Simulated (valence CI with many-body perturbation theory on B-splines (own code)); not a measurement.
Forbidden lines of Cd²⁵⁺

Level of theory: configuration interaction combined with many-body perturbation theory (CI+MBPT): five valence electrons over a frozen Dirac-Fock core [Ar], a basis of 7 s, 7 p, 8 d, 6 f, 4 g, 1 h functions for each j, with the one-electron correlation potential Σ1 (screened to all orders), the two-electron term Σ2, the three-electron term Σ3, Breit, model QED; selected single and double excitations, second order for the rest (own B-spline code, finite nucleus).

No measured spectrum was set against this ion. As an estimate, terms of the open shell hold to 2 to 4 % of their energy, and close levels can change places. Core correlation moves these levels by up to 13000 cm⁻¹, and in measured spectra 5 to 20 % of such shifts remained as error; rates that hang on mixing are uncertain with them. Only levels of the ground parity were solved; by the run's estimate the other parity begins above the list, which can be wrong where configurations are misplaced.

Lines 51 to 100 of 120 in falling wavelength, among levels below 60.745 eV, chosen from the decays that carry over 1 % of a level's rate. Wavelengths and rates use the calculated energies, so an error of 4000 cm⁻¹ moves a line at 1460 Å by 5.8 % and its rate by three times that or more. Weak lines are less certain than strong ones. Lines between different terms over intervals too small for the method are left out, as are lines whose strength nearly cancels. Branching is blank where the lifetime is uncertain.

Names give the largest LS component (configuration and term), which can be under half, so a name can repeat, a term be missing and a line seem to break the LS rules; names also repeat where a configuration has a term twice. Letters in brackets count levels of one name in rising energy.

```csv
λ vac (Å),Upper,Lower,Type,A (s⁻¹),Branch %
1460,3d⁵ ²F_5/2 [b],3d⁵ ⁴D_3/2,M1,1.51e+02,1.2
1408,3d⁵ ²F_7/2 [a],3d⁵ ⁴G_7/2,M1,1.69e+02,9.2
1389,3d⁵ ²D_3/2 [a],3d⁵ ⁴D_1/2,M1,6.58e+02,11.1
1355,3d⁵ ²H_9/2,3d⁵ ⁴D_7/2,M1,4.39e+02,4.3
1324,3d⁵ ⁴F_5/2,3d⁵ ⁴D_7/2,M1,3.28e+02,2.5
1301,3d⁵ ²G_9/2 [a],3d⁵ ⁴G_11/2,M1,1.08e+03,41.6
1287,3d⁵ ²I_13/2,3d⁵ ⁴G_11/2,M1,4.09e+02,89.8
1277,3d⁵ ⁴F_3/2,3d⁵ ⁴P_3/2,M1,5.39e+03,48.0
1238,3d⁵ ⁴F_7/2,3d⁵ ²G_9/2 [a],M1,3.20e+03,33.7
1232,3d⁵ ²S_1/2,3d⁵ ⁴F_3/2,M1,4.06e+02,3.4
1227,3d⁵ ²G_9/2 [a],3d⁵ ⁴G_7/2,M1,1.15e+03,44.5
1211,3d⁵ ²H_11/2,3d⁵ ²I_13/2,M1,1.96e+03,
1206,3d⁵ ⁴D_5/2,3d⁵ ⁴G_5/2 [a],M1,1.67e+03,24.0
1206,3d⁵ ²F_5/2 [a],3d⁵ ⁴G_5/2 [b],M1,8.60e+03,67.3
1199,3d⁵ ²H_11/2,3d⁵ ²G_9/2 [a],M1,1.36e+03,
1196,3d⁵ ²G_7/2 [a],3d⁵ ⁴D_7/2,M1,1.21e+02,4.2
1169,3d⁵ ⁴G_5/2 [a],3d⁵ ⁶S_5/2,M1,4.44e+03,100.0
1118,3d⁵ ²D_3/2 [a],3d⁵ ⁴D_5/2,M1,1.80e+03,30.3
1115,3d⁵ ²F_5/2 [b],3d⁵ ⁴D_5/2,M1,1.33e+03,10.8
1110,3d⁵ ²F_5/2 [a],3d⁵ ⁴P_3/2,M1,6.73e+02,5.3
1095,3d⁵ ⁴F_7/2,3d⁵ ²F_7/2 [a],M1,1.89e+03,20.0
1091,3d⁵ ²S_1/2,3d⁵ ⁴D_3/2,M1,1.11e+03,9.3
1064,3d⁵ ²F_5/2 [a],3d⁵ ⁴G_7/2,M1,1.32e+03,10.3
1058,3d⁵ ²F_7/2 [b],3d⁵ ⁴D_5/2,M1,1.41e+03,11.9
1049,3d⁵ ²S_1/2,3d⁵ ⁴D_1/2,M1,1.43e+02,1.2
1030,3d⁵ ²F_5/2 [b],3d⁵ ⁴D_7/2,M1,2.67e+03,21.6
999.2,3d⁵ ²H_11/2,3d⁵ ²I_11/2,M1,7.84e+03,
980.0,3d⁵ ²F_7/2 [b],3d⁵ ⁴D_7/2,M1,4.12e+03,34.8
967.4,3d⁵ ²F_7/2 [a],3d⁵ ⁴G_5/2 [a],M1,2.44e+02,13.3
965.4,3d⁵ ²G_9/2 [b],3d⁵ ²I_11/2,M1,1.27e+03,20.2
962.5,3d⁵ ²H_9/2,3d⁵ ⁴G_9/2,M1,5.05e+03,49.3
960.9,3d⁵ ⁴D_3/2,3d⁵ ⁴G_5/2 [a],M1,1.99e+02,3.8
929.7,3d⁵ ⁴F_5/2,3d⁵ ⁴G_5/2 [b],M1,2.58e+03,19.9
890.9,3d⁵ ²H_9/2,3d⁵ ⁴G_11/2,M1,2.02e+03,19.7
879.3,3d⁵ ²G_7/2 [a],3d⁵ ⁴G_9/2,M1,1.43e+03,49.3
873.1,3d⁵ ⁴F_3/2,3d⁵ ⁴G_5/2 [a],M1,4.20e+03,37.5
872.0,3d⁵ ⁴F_5/2,3d⁵ ⁴P_3/2,M1,1.33e+02,1.0
864.4,3d⁵ ²G_7/2 [a],3d⁵ ⁴G_5/2 [b],M1,7.39e+01,2.5
855.4,3d⁵ ²H_9/2,3d⁵ ⁴G_7/2,M1,1.91e+03,18.7
848.5,3d⁵ ⁴G_7/2,3d⁵ ⁶S_5/2,M1,3.84e+02,37.3
848.3,3d⁵ ²D_3/2 [a],3d⁵ ⁴P_1/2,M1,1.93e+02,3.3
843.2,3d⁵ ⁴F_5/2,3d⁵ ⁴G_7/2,M1,2.15e+03,16.6
838.7,3d⁵ ⁴F_7/2,3d⁵ ⁴D_7/2,M1,9.73e+02,10.3
821.3,3d⁵ ⁴P_3/2,3d⁵ ⁶S_5/2,M1,7.81e+03,93.0
797.7,3d⁵ ²G_9/2 [b],3d⁵ ⁴D_7/2,M1,2.23e+03,35.3
791.6,3d⁵ ²F_5/2 [a],3d⁵ ⁴G_5/2 [a],M1,7.46e+02,5.8
775.8,3d⁵ ⁴G_5/2 [b],3d⁵ ⁶S_5/2,M1,3.10e+03,53.4
774.1,3d⁵ ²F_5/2 [b],3d⁵ ⁴G_5/2 [b],M1,2.64e+03,21.4
756.9,3d⁵ ²F_7/2 [b],3d⁵ ⁴G_9/2,M1,4.17e+03,35.3
734.8,3d⁵ ²D_3/2 [a],3d⁵ ⁴P_3/2,M1,4.78e+02,8.0
```
